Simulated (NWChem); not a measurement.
System meant: CH3F2GaS; SMILES C[S][Ga]([F])[F]

NWChem input:

```
start job
memory heap 200 mb stack 900 mb global 1100 mb
geometry units angstroms noautoz
  Ga     0.033900     0.575867    -0.071979
  F      0.941118     2.058335    -0.040397
  F     -1.656757     0.736993    -0.488200
  S      0.826143    -1.389794     0.354094
  C     -0.700600    -2.380539     0.117154
  H     -0.922715    -2.903026     1.056664
  H     -0.516028    -3.115002    -0.677517
  H     -1.553515    -1.748451    -0.160128
end
basis spherical
  Ga library def2-svp
  F library def2-svp
  S library def2-svp
  C library def2-svp
  H library def2-svp
end
dft
  xc b3lyp
  iterations 4
  mulliken
end
task dft energy
```

End of the output:

```
    Atom       Charge   Shell Charges
 -----------   ------   -------------------------------------------------------
    1 Ga  31    30.83   2.00  2.00  1.93  0.65  0.23  5.99  5.83  0.97  0.55  7.80  2.05  0.81
    2 F    9     9.18   1.98  1.02  0.76  3.21  2.22  0.00
    3 F    9     9.19   1.98  1.02  0.76  3.20  2.23  0.00
    4 S   16    15.77   2.00  1.95  0.97  0.63  5.81  1.89  2.46  0.07
    5 C    6     6.14   1.96  0.60  0.33  1.87  1.30  0.07
    6 H    1     0.97   0.64  0.26  0.07
    7 H    1     0.97   0.64  0.26  0.07
    8 H    1     0.96   0.63  0.25  0.07

 center of mass
 --------------
 x =   0.02787468 y =   0.18047656 z =   0.00000000

 moments of inertia (a.u.)
 ------------------
         961.378612652750          -0.000000000053           0.000000000000
          -0.000000000053         382.698064013873           0.000000000000
           0.000000000000           0.000000000000        1332.496106223071

     Multipole analysis of the density
     ---------------------------------

     L   x y z        total         alpha         beta         nuclear
     -   - - -        -----         -----         ----         -------
     0   0 0 0     -0.000000    -37.000000    -37.000000     74.000000

     1   1 0 0     -0.120062     -0.060031     -0.060031      0.000000
     1   0 1 0     -1.108574     -0.554287     -0.554287     -0.000000
     1   0 0 1     -0.000000     -0.000000     -0.000000      0.000000

     2   2 0 0    -37.352113   -112.630333   -112.630333    187.908552
     2   1 1 0      1.354265     -5.062858     -5.062858     11.479980
     2   1 0 1     -0.000000     -0.000000     -0.000000      0.000000
     2   0 2 0    -34.161643   -269.291208   -269.291208    504.420773
     2   0 1 1     -0.000000     -0.000000     -0.000000      0.000000
     2   0 0 2    -31.659228    -18.702278    -18.702278      5.745328

 ------------------------------------------------------------------------
 dft energy failed                                                                                  0
 ------------------------------------------------------------------------
 ------------------------------------------------------------------------
  current input line :
    25: task dft energy
 ------------------------------------------------------------------------
 ------------------------------------------------------------------------
 This type of error is most commonly associated with calculations not reaching convergence criteria
 ------------------------------------------------------------------------
 For more information see the NWChem manual at https://nwchemgit.github.io

0:dft energy failed:Received an Error in Communication
```

Problem. Can this run be used? If not, why, and what is the fix?

Solution. The run did not converge; its last values are not results. Cause: the SCF was allowed too few iterations. This input runs:
```
start job
memory heap 200 mb stack 900 mb global 1100 mb
geometry units angstroms noautoz
  Ga     0.033900     0.575867    -0.071979
  F      0.941118     2.058335    -0.040397
  F     -1.656757     0.736993    -0.488200
  S      0.826143    -1.389794     0.354094
  C     -0.700600    -2.380539     0.117154
  H     -0.922715    -2.903026     1.056664
  H     -0.516028    -3.115002    -0.677517
  H     -1.553515    -1.748451    -0.160128
end
basis spherical
  Ga library def2-svp
  F library def2-svp
  S library def2-svp
  C library def2-svp
  H library def2-svp
end
dft
  xc b3lyp
  iterations 150
  mulliken
end
task dft energy
```
It converges to -2562.26384 Ha (B3LYP/def2-SVP).
